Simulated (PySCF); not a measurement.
# Name the molecule from its bond curve

A diatomic of charge 0 contains Sb. Its triplet curve at M06-2X in a triple-zeta basis (scalar-relativistic core potentials, PySCF), in eV from the separated fragments:

| R (Å) | E (eV) |
| --- | --- |
| 2.020 | -1.705 |
| 2.114 | -2.413 |
| 2.208 | -2.802 |
| 2.279 | -2.944 |
| 2.349 | -2.993 |
| 2.420 | -2.972 |
| 2.513 | -2.866 |
| 2.631 | -2.652 |
| 2.772 | -2.329 |
| 2.960 | -1.859 |

The fit gives ωe = 366 cm⁻¹ and the rotational constant Bₑ = 0.1116 cm⁻¹.

Problem. Which atom is the partner?

Solution. The minimum lies at 2.360 Å, so the reduced mass is 16.8576 u Å² cm⁻¹/(Bₑ·Re²) = 27.12 u. With Sb at 120.90 u the partner weighs about 35.0 u: Cl. The molecule is SbCl.

Spin–orbit coupling is left out. The state is the lowest determinant that a PBE0 search found; another state may lie lower at other levels.
